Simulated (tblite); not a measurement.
C6H13BO2, charge -1, doublet, at a GFN2-xTB geometry (a state made from the parent by changing its charge; the spin is typed, not shown lowest); GFN1-xTB run with tblite 0.6.0.

Input for tblite:
```
$ tblite run mol.xyz --method gfn1 --charge -1 --spin 1 --efield 0,0,0.1 --json tblite.json --no-restart

# file mol.xyz
22

C     -1.77443156    -0.03191137     0.91494243
C     -0.75124689    -0.12720494    -0.24514073
C     -1.10616191    -1.36493490    -1.08690439
O     -0.82499265     1.01632732    -1.01685730
B      0.18583498     2.03053219    -0.44014834
O      0.96214703     1.20889894     0.59016274
C      0.71032703    -0.12882250     0.32503890
C      0.89589233    -0.97174480     1.59721700
C      1.70044373    -0.64955152    -0.74303435
H     -2.75186738     0.20851246     0.49704539
H     -1.47413877     0.77917351     1.57305794
H     -1.84481081    -0.96412466     1.47529917
H     -2.16538540    -1.33314379    -1.34204685
H     -0.53766293    -1.36976965    -2.01263706
H     -0.90548402    -2.28296741    -0.53323451
H      0.91172842     2.44031569    -1.35570131
H      0.36356144    -0.52470063     2.43214634
H      1.95485054    -1.00741509     1.85289181
H      0.53831834    -1.99069113     1.44346683
H      1.52045255    -0.10826009    -1.66767722
H      2.71640861    -0.43410250    -0.41136552
H      1.59868284    -1.72227788    -0.90965996
```

The log (banner, timings and long lists left out):

```
xTB calculator
 | screened Coulomb repulsion
 | Coulomb electrostatics
 |  * isotropic Klopman-Ohno-Mataga-Nishimoto electrostatics
 |  * onsite third-order electrostatics
 | DFT-D3(BJ) dispersion correction
 | Interactions (1)
 | [1] electric field

halogen bonding energy    0.0000000000000E+00 Eh
repulsion energy          2.9416803978250E-01 Eh
dispersion energy        -1.0490963427118E-02 Eh
interaction energy        0.0000000000000E+00 Eh
number of electrons       5.3000000000000E+01 e
integral cutoff           2.1261634374110E+01 bohr

------------------------------------------------------------
  cycle        total energy    energy error   density error
------------------------------------------------------------
      1     -30.47443011208  -3.0758107E+01   3.9579009E-01
      2     -30.71553373492  -2.4110362E-01   2.2599730E-01
      3     -30.72188959591  -6.3558610E-03   6.2128169E-02
      4     -30.72574781681  -3.8582209E-03   6.2205836E-03
      5     -30.72588454465  -1.3672784E-04   2.0456485E-03
      6     -30.72589560435  -1.1059698E-05   4.8435308E-04
      7     -30.72589802661  -2.4222634E-06   1.0802282E-04
      8     -30.72589807892  -5.2302276E-08   3.6917763E-05
      9     -30.72589808862  -9.7038644E-09   6.4290031E-06
------------------------------------------------------------

electronic energy        -3.1009575164976E+01 Eh
total energy             -3.0725898088621E+01 Eh

Post processing:
 | Mayer-Wiberg bond orders

[Info] JSON dump of results written to 'tblite.json'
```
